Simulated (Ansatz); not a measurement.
C2H6FNSi can be A, `N/C(F)=C/[SiH3]`, or B, `C[SiH2]/N=C/F`.

Computed with Ansatz on PBE0-D4/def2-TZVP structures; ΔE is electronic, products minus reactants. CCSD(T)/CBS adds triple-zeta CCSD(T) − MP2 to the extrapolated MP2 energy (def2 sets, frozen cores). Double bonds are as drawn, so ΔE can hold a change between cis and trans. DFT in def2-TZVPP. B3LYP here is the variant with VWN-RPA as its local correlation; programs differ in this. Each species was taken in one conformer, which may not be the lowest.

Task: Which is lower in electronic energy at CCSD(T)/CBS, and by how much? (Estimate.)

Result: Ansatz gave: B, by 23.2 kcal/mol.

Task: Give E(B) − E(A) in kcal/mol with PBE-D4, PBE0-D4, r2SCAN-D4, B3LYP, HF/def2-TZVPP, MP2/def2-TZVPP, CCSD(T)/def2-TZVPP. (Estimate.)

Result: The calculation gave: PBE-D4 -20.8, PBE0-D4 -20.6, r2SCAN-D4 -21.6, B3LYP -22.6, HF/def2-TZVPP -24.0, MP2/def2-TZVPP -24.1, CCSD(T)/def2-TZVPP -23.5. None reverses the order clearly.

Largest T1 diagnostic: 0.013.
